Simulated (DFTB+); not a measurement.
DFTB+ input (SCC-DFTB): The folder sk holds the Slater-Koster set scc that CP2K ships.

```
Geometry = xyzFormat {
12

C     -1.95105108     0.13248936    -0.04399183
C     -0.50694792     0.29325068     0.31313964
C      0.50694792    -0.29325068    -0.31313964
C      1.95105108    -0.13248936     0.04399183
H     -2.07809854    -0.53645292    -0.89653654
H     -2.40593983     1.09501804    -0.29633442
H     -2.52350439    -0.27380771     0.79522323
H     -0.28987359     0.94664166     1.15587905
H      0.28987359    -0.94664166    -1.15587905
H      2.07809854     0.53645292     0.89653654
H      2.52350439     0.27380771    -0.79522323
H      2.40593983    -1.09501804     0.29633442
}
Driver = GeometryOptimization {
  Optimizer = Rational {}
  MaxSteps = 500
  OutputPrefix = "geo_end"
  Convergence { GradElem = 1e-5 }
}
Hamiltonian = DFTB {
  SCC = Yes
  SCCTolerance = 1e-8
  MaxSCCIterations = 300
  Charge = 0
  SlaterKosterFiles = Type2FileNames {
    Prefix = "sk/"
    Separator = ""
    Suffix = ".spl"
    LowerCaseTypeName = Yes
  }
  MaxAngularMomentum {
    C = "p"
    H = "s"
  }
  Filling = Fermi { Temperature [K] = 0 }
}
ParserOptions { ParserVersion = 14 }
```

From the output:

```
    1   2   1  -1       0.97546045  p_y
    1   2   1   0       0.97497702  p_z
    1   2   1   1       0.95978120  p_x
    2   1   0   0       1.21759567  s
    2   2   1  -1       0.98915303  p_y
    2   2   1   0       0.97038881  p_z
    2   2   1   1       0.91034186  p_x
    3   1   0   0       1.21759567  s
    3   2   1  -1       0.98915303  p_y
    3   2   1   0       0.97038881  p_z
    3   2   1   1       0.91034186  p_x
    4   1   0   0       1.24660833  s
    4   2   1  -1       0.97546045  p_y
    4   2   1   0       0.97497702  p_z
    4   2   1   1       0.95978120  p_x
    5   1   0   0       0.94162175  s
    6   1   0   0       0.93963675  s
    7   1   0   0       0.93963712  s
    8   1   0   0       0.93479801  s
    9   1   0   0       0.93479801  s
   10   1   0   0       0.94162175  s
   11   1   0   0       0.93963712  s
   12   1   0   0       0.93963675  s

Fermi level:                        -0.1265084356 H           -3.4425 eV
Band energy:                        -9.5838861029 H         -260.7908 eV
TS:                                  0.0000000000 H            0.0000 eV
Band free energy (E-TS):            -9.5838861029 H         -260.7908 eV
Extrapolated E(0K):                 -9.5838861029 H         -260.7908 eV
Input / Output electrons (q):     24.0000000000     24.0000000000

Energy H0:                         -10.0421643603 H         -273.2612 eV
Energy SCC:                          0.0040218675 H            0.1094 eV
Total Electronic energy:           -10.0381424928 H         -273.1518 eV
Repulsive energy:                    0.1682201323 H            4.5775 eV
Total energy:                       -9.8699223605 H         -268.5743 eV
Extrapolated to 0:                  -9.8699223605 H         -268.5743 eV
Total Mermin free energy:           -9.8699223605 H         -268.5743 eV
Force related energy:               -9.8699223605 H         -268.5743 eV

Non-constrained calculation

SCC converged

Full geometry written in geo_end.{xyz|gen}

Dipole moment:    0.00000000    0.00000000   -0.00000000 au
Dipole moment:    0.00000000    0.00000000   -0.00000000 Debye

Geometry converged
```

The geometry given is a B3LYP-D3(BJ)/def2-TZVP minimum.
